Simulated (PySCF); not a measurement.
C5H13O2Si (SMILES [CH2][SiH](OCC)OCC), doublet, at a GFN2-xTB geometry; PySCF with B3LYP/STO-3G.

PySCF was given this input:
```python
from pyscf import gto, scf, dft

mol = gto.Mole()
mol.atom = '''
    C    -0.53608428    1.59741379   -1.87181813
    Si   -0.11736644    0.93842841   -0.19522785
    O    -1.02666715   -0.32203766    0.28778781
    C    -2.41092301   -0.38594724    0.47464053
    C    -2.77010341   -1.68109296    1.18858523
    O     1.39656078    0.40061828   -0.35698788
    C     2.18225323   -0.31463439    0.55532344
    C     3.41189024   -0.86119726   -0.15467503
    H    -1.55459834    1.74297786   -2.18475740
    H     0.20253785    1.99901246   -2.53971618
    H    -0.21631307    1.97910820    0.84676853
    H    -2.74746741    0.47723964    1.06235511
    H    -2.90876859   -0.34147202   -0.50223419
    H    -2.43112153   -2.53190431    0.60340964
    H    -2.28593384   -1.71538195    2.16122715
    H    -3.84634796   -1.74637247    1.32358646
    H     1.59647846   -1.13416246    0.98600211
    H     2.48284490    0.35561608    1.37104260
    H     3.98671879   -0.04329834   -0.58115987
    H     3.10858626   -1.52598692   -0.95896810
    H     4.03516911   -1.40927045    0.54689807
'''
mol.basis = 'sto-3g'
mol.spin = 1
mol.verbose = 4
mol.build()

mf = dft.UKS(mol)
mf.xc = 'b3lyp'
mf.grids.atom_grid = (99, 590)
mf.grids.prune = None
mf.kernel()
```

What the program printed (banner, timings and long lists left out):

```
PySCF version 2.14.0

[INPUT] verbose = 4
[INPUT] num. atoms = 21
[INPUT] num. electrons = 73
[INPUT] charge = 0
[INPUT] spin (= nelec alpha-beta = 2S) = 1
[INPUT] symmetry False subgroup None
[INPUT] Mole.unit = angstrom
[INPUT] Symbol           X                Y                Z      unit          X                Y                Z       unit  Magmom
[INPUT]  1 C     -0.536084280000   1.597413790000  -1.871818130000 AA   -1.013052468885   3.018674570703  -3.537223620696 Bohr   0.0
[INPUT]  2 Si    -0.117366440000   0.938428410000  -0.195227850000 AA   -0.221790427815   1.773372682411  -0.368927168388 Bohr   0.0
[INPUT]  3 O     -1.026667150000  -0.322037660000   0.287787810000 AA   -1.940119734588  -0.608562979196   0.543840142888 Bohr   0.0
[INPUT]  4 C     -2.410923010000  -0.385947240000   0.474640530000 AA   -4.555984196312  -0.729334582132   0.896940609318 Bohr   0.0
[INPUT]  5 C     -2.770103410000  -1.681092960000   1.188585230000 AA   -5.234736781624  -3.176805284334   2.246100560403 Bohr   0.0
[INPUT]  6 O      1.396560780000   0.400618280000  -0.356987880000 AA    2.639117390509   0.757058829694  -0.674609322989 Bohr   0.0
[INPUT]  7 C      2.182253230000  -0.314634390000   0.555323440000 AA    4.123860939147  -0.594572826470   1.049409212151 Bohr   0.0
[INPUT]  8 C      3.411890240000  -0.861197260000  -0.154675030000 AA    6.447538120677  -1.627426960626  -0.292293445009 Bohr   0.0
[INPUT]  9 H     -1.554598340000   1.742977860000  -2.184757400000 AA   -2.937765096303   3.293750796581  -4.128593134617 Bohr   0.0
[INPUT] 10 H      0.202537850000   1.999012460000  -2.539716180000 AA    0.382741066358   3.777586068993  -4.799368014327 Bohr   0.0
[INPUT] 11 H     -0.216313070000   1.979108200000   0.846768530000 AA   -0.408772459464   3.739972468881   1.600160612601 Bohr   0.0
[INPUT] 12 H     -2.747467410000   0.477239640000   1.062355110000 AA   -5.191960941068   0.901852215386   2.007560204932 Bohr   0.0
[INPUT] 13 H     -2.908768590000  -0.341472020000  -0.502234190000 AA   -5.496775994837  -0.645288597002  -0.949085069493 Bohr   0.0
[INPUT] 14 H     -2.431121530000  -2.531904310000   0.603409640000 AA   -4.594153867234  -4.784605719506   1.140278960522 Bohr   0.0
[INPUT] 15 H     -2.285933840000  -1.715381950000   2.161227150000 AA   -4.319788896475  -3.241602084522   4.084127406474 Bohr   0.0
[INPUT] 16 H     -3.846347960000  -1.746372470000   1.323586460000 AA   -7.268544224180  -3.300165679780   2.501215911583 Bohr   0.0
[INPUT] 17 H      1.596478460000  -1.134162460000   0.986002110000 AA    3.016907053167  -2.143256430163   1.863273946143 Bohr   0.0
[INPUT] 18 H      2.482844900000   0.355616080000   1.371042600000 AA    4.691896870773   0.672016996691   2.590895019112 Bohr   0.0
[INPUT] 19 H      3.986718790000  -0.043298340000  -0.581159870000 AA    7.533806648757  -0.081822004248  -1.098232988888 Bohr   0.0
[INPUT] 20 H      3.108586260000  -1.525986920000  -0.958968100000 AA    5.874376665986  -2.883697348469  -1.812187071195 Bohr   0.0
[INPUT] 21 H      4.035169110000  -1.409270450000   0.546898070000 AA    7.625364484205  -2.663135185943   1.033487570353 Bohr   0.0

nuclear repulsion = 476.515668011308
number of shells = 39
number of NR pGTOs = 171
number of NR cGTOs = 57
basis = sto-3g
ecp = {}

******** <class 'pyscf.dft.uks.UKS'> ********
method = UKS
initial guess = minao
damping factor = 0
level_shift factor = 0
DIIS = <class 'pyscf.scf.diis.CDIIS'>
diis_start_cycle = 1
diis_space = 8
diis_damp = 0
SCF conv_tol = 1e-09
SCF conv_tol_grad = None
SCF max_cycles = 50
direct_scf = True
direct_scf_tol = 1e-13
number electrons alpha = 37  beta = 36
XC library pyscf.dft.libxc version 7.1.2
    S. Lehtola, C. Steigemann, M. J. T. Oliveira, and M. A. L. Marques,  SoftwareX 7, 1–5 (2018)
XC functionals = b3lyp
    P. J. Stephens, F. J. Devlin, C. F. Chabalowski, and M. J. Frisch,  J. Phys. Chem. 98, 11623 (1994)
radial grids:
    Treutler-Ahlrichs [JCP 102, 346 (1995); DOI:10.1063/1.469408] (M4) radial grids

becke partition: Becke, JCP 88, 2547 (1988); DOI:10.1063/1.454033
pruning grids: None
grids dens level: 3
symmetrized grids: False
atomic radii adjust function: <function treutler_atomic_radii_adjust>
User specified grid scheme (99, 590)
small_rho_cutoff = 0
Set gradient conv threshold to 3.16228e-05
tot grids = 1226616
init E= -631.145996356378

cycle= 1 E= -630.246384995635  delta_E=  0.9  |g|= 0.537  |ddm|= 3.91
cycle= 2 E= -630.130040536332  delta_E= 0.116  |g|= 0.729  |ddm|= 1.83
cycle= 3 E= -630.44450319455  delta_E= -0.314  |g|= 0.0673  |ddm|= 1.12
cycle= 4 E= -630.447403273208  delta_E= -0.0029  |g|= 0.0218  |ddm|= 0.14
cycle= 5 E= -630.447730090412  delta_E= -0.000327  |g|= 0.00644  |ddm|= 0.0422
cycle= 6 E= -630.447757372853  delta_E= -2.73e-05  |g|= 0.00193  |ddm|= 0.0122
cycle= 7 E= -630.447760815728  delta_E= -3.44e-06  |g|= 0.000568  |ddm|= 0.00459
cycle= 8 E= -630.447761138185  delta_E= -3.22e-07  |g|= 0.000162  |ddm|= 0.00143
cycle= 9 E= -630.447761158137  delta_E= -2e-08  |g|= 3.63e-05  |ddm|= 0.000317
cycle= 10 E= -630.447761159351  delta_E= -1.21e-09  |g|= 1.02e-05  |ddm|= 8.82e-05
cycle= 11 E= -630.447761159443  delta_E= -9.23e-11  |g|= 3.56e-06  |ddm|= 2.48e-05
Extra cycle  E= -630.447761159454  delta_E= -1.14e-11  |g|= 3.12e-06  |ddm|= 1.05e-05
converged SCF energy = -630.447761159454  <S^2> = 0.75423019  2S+1 = 2.0042257
```
